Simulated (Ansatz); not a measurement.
Molecule: C$_{2}$H$_{8}$GeN, charge -1, multiplicity 1. It need not be the lowest isomer of its formula. Whether it binds its extra electron was not tested at this geometry. SMILES: C[N](C)[GeH2-]
Geometry from a B3LYP-D3(BJ)/def2-TZVP (Ansatz, a program for electronic structure) optimisation:
```xyz
12

C     -1.9499    -0.1254     0.3011
N     -0.7554     0.5969    -0.0397
C     -0.5633     1.7035     0.8571
Ge     0.8036    -0.5827    -0.3693
H     -2.8476     0.5156     0.2252
H     -1.9504    -0.5328     1.3377
H     -2.0844    -0.9733    -0.3764
H     -0.4262     1.3939     1.9161
H     -1.4291     2.3948     0.8386
H      0.3264     2.2668     0.5721
H      1.2365    -0.7256     1.2130
H      1.8260     0.6614    -0.5798
```
Charge -1, spin multiplicity 1.

Parts of the frozen-core correlation energy in aug-cc-pVTZ (Ansatz, hartree). Frozen orbitals: 17; correlated occupied orbitals by spin: 13 and 13; virtual: 351 and 351. No spin-orbit coupling. Non-relativistic.

```tsv
term	value
reference (HF)	-2210.26482
MP2 opposite-spin	…
MP2 same-spin	…
CCSD correlation	…
(T)	-0.03296
T1 diagnostic	0.013
largest doubles amplitude	0.014
```

Question: Complete the blanks.

Answer: 
- MP2 opposite-spin, value: -0.56723
- MP2 same-spin, value: -0.15776
- CCSD correlation, value: -0.76955
